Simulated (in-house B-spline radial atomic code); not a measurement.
Radial electron density of H-, 1s2. Computed with an all-electron radial atomic-structure program (B-spline basis): non-relativistic LC-wPBE, spin-polarised, spherical fractional occupations, point nucleus.

Columns: r (bohr), 4πr²n(r) (electrons per bohr), bar.

```
  0.0639  0.01505 #
  0.0727  0.01915 #
  0.0828  0.02434 ##
  0.0942  0.03079 ##
   0.107  0.03872 ###
   0.122  0.04885 ###
   0.139   0.0613 ####
   0.158  0.07626 #####
    0.18  0.09474 ######
   0.204    0.116 ########
   0.232    0.142 ##########
   0.264   0.1726 ############
   0.301   0.2087 ##############
   0.342   0.2487 #################
    0.39   0.2947 ####################
   0.443   0.3434 #######################
   0.504   0.3958 ###########################
   0.574   0.4501 ##############################
   0.653   0.5031 ##################################
   0.743   0.5528 #####################################
   0.845   0.5958 ########################################
   0.962   0.6295 ##########################################
    1.09     0.65 ############################################
    1.25   0.6566 ############################################
    1.42   0.6465 ###########################################
    1.61   0.6212 ##########################################
    1.83    0.581 #######################################
    2.09   0.5264 ###################################
    2.37   0.4657 ###############################
     2.7   0.3973 ###########################
    3.07   0.3283 ######################
     3.5   0.2599 #################
    3.98    0.198 #############
    4.53   0.1433 ##########
    5.15   0.0984 #######
    5.86  0.06326 ####
    6.67  0.03787 ###
    7.59  0.02101 #
    8.64   0.0107 #
```

On this grid the curve has 1 maximum, near 1.25 bohr.

The 1s up radial function P(r) = rR(r), positive near the nucleus:

```tsv
r (bohr)	P
0.02	0.02838
0.0259	0.03653
0.0335	0.04689
0.0434	0.06015
0.0562	0.0769
0.0727	0.09784
0.0942	0.1241
0.122	0.1563
0.158	0.1953
0.204	0.2409
0.264	0.2938
0.342	0.3526
0.443	0.4144
0.574	0.4744
0.743	0.5257
0.962	0.561
1.25	0.5729
1.61	0.5573
2.09	0.513
2.7	0.4457
3.5	0.3605
4.53	0.2677
5.86	0.1778
7.59	0.1025
```
